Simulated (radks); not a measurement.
Mg5+, configuration [He] 2s2 2p3.

Method: scalar-relativistic Kohn-Sham, r2SCAN, spin-unpolarised, spherical densities, finite nucleus; meta-GGA in the generalised Kohn-Sham scheme; Fermi nuclear charge, rms radius 3.057 fm; computed with a radial shooting solver on a logarithmic mesh with Libxc functionals.

Energy parts (hartree):
total: -186.94033
kinetic: 187.31270
electron-nucleus: -416.23895
Hartree: 54.80373
exchange-correlation: -12.81781

Orbitals (lengths in bohr, moments of r in powers of bohr; <r^-3> diverges for s and p1/2; r(max) is where P^2 peaks; r(90%) holds 90 % of the orbital's charge):
orbital	occ.	eigenvalue (hartree)	r(max)	r(90%)	<r^-3>	<r^4>
1s	2	-52.00726	0.08505	0.233	-	0.001355
2s	2	-7.25930	0.5173	0.973	-	0.3752
2p	3	-6.06324	0.4384	0.947	34.24	0.3391

The highest occupied level is 2p at -164.99 eV. The density falls to 0.001 e/bohr^3 at r = 1.76 bohr. Summed over all electrons, <r^2> = 2.198 bohr^2, which gives a Langevin (diamagnetic) susceptibility term of -1.74 x 10^-6 cm^3/mol. The electron density at the nucleus is 1177 e/bohr^3 (large components only).
